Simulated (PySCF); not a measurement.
## Property card for `CC[C@@H]1OBO[C@@H]1F`

Compound: C₄H₈BFO₂.
Atom-mapped SMILES: `[CH3:1][CH2:2][C@@H:3]1[O:4][BH:5][O:6][C@@H:7]1[F:8]` (hydrogens: H9, H10, H11 on C1; H12, H13 on C2; H14 on C3; H15 on B5; H16 on C7)

Structural features include: C–F bond and three-coordinate boron.

PBE0-D3(BJ)/def2-SVP geometry optimisation, gas phase (PySCF):

- Point group: C1
- Rotational constants A, B, C: 3.483, 1.736, 1.279 GHz

PBE0/def2-SVPD ground state, ΔSCF and vertical TDDFT (core frozen in the response) (PySCF):

- Dipole moment: 2.25 D
- HOMO energy: -8.95 eV
- LUMO energy: 0.21 eV
- HOMO–LUMO gap: 9.16 eV
- Lowest singlet excitation: 7.94 eV (156 nm, f = 0.054)
- Strongest line among the 10 lowest singlet transitions: S1 at 7.94 eV (156 nm, f = 0.054)
- Lowest triplet excitation (Tamm–Dancoff): 7.11 eV
- Static isotropic polarisability: 66.5 au
- Vertical ionisation energy: 10.97 eV
- Electronic spatial extent ⟨r²⟩ about the centre of nuclear charge: 943 bohr²

From KT2/pcSseg-1 ground state and GIAO shieldings, non-relativistic (PySCF):

* 13C chemical shifts (computed TMS as zero) by class: 112.0 (C7), 85.0 (C3), 25.5 (C2), 13.1 (C1) ppm
* 1H chemical shifts (computed TMS as zero) by class: 6.00 (H16), 4.36 (H15), 3.89 (H14), 1.64 (H13), 1.48 (H12), 1.21 (H9/H10/H11) ppm
* Isotropic shieldings of nuclei other than C and H, by class: 75 (B5), 126 (O6), 161 (O4), 310 (F8) ppm

**B3LYP/pcJ-1 indirect spin-spin coupling, non-relativistic, gas phase; spin–dipole term left out for some pairs (PySCF)**

* Largest of the computed one-bond spin–spin couplings (means over like bonds): 19F–13C -290.0 (F8–C7), 11B–1H +196.6 (B5–H15), 13C–1H +188.7 (C7–H16), 13C–1H +150.5 (C3–H14), 13C–1H +136.8 (C2–H13), 13C–1H +133.5 (C1–H9 and 2 like it), 13C–1H +129.7 (C2–H12), 13C–13C +41.1 (C2–C3) Hz

**delta-SCF UKS SCAN, pcX-2 on the ionised atom, pcseg-1 elsewhere, spin-free X2C (PySCF)**

- Core binding energies: B1s 197.5 (B5), C1s 290.8 (C1), C1s 291.1 (C2), C1s 292.7 (C3), C1s 294.9 (C7), O1s 538.9 (O4), O1s 539.2 (O6), F1s 692.8 (F8) eV

Monoisotopic mass from the formula: 118.0601 u.

The principal polarisabilities are 57.3, 66.4 and 75.7 au; their mean is the isotropic value. S1 lies 1.22 eV below the HOMO–LUMO gap; its leading configuration is HOMO→LUMO, weight 0.98. The ΔSCF ionisation energy exceeds −ε(HOMO) by 2.02 eV with PBE0.

 NMR classes are plain means over equivalent atoms (diastereotopic ones count apart unless rotation or inversion swaps them), as if these changed places fast; in this geometry the members of some classes differ.

For the NMR shielding job (KT2/pcSseg-1), hardware: one thread of an Arm Neoverse V1, shared host with 32 logical CPUs at a one-minute load of 13. Cost: 33 s of wall time, 0.80 GiB resident at most.

The values belong to the conformer `[CH3:1][CH2:2][C@@H:3]1[O:4][BH:5][O:6][C@@H:7]1[F:8]`: C1–C2–C3–O4 -60°.
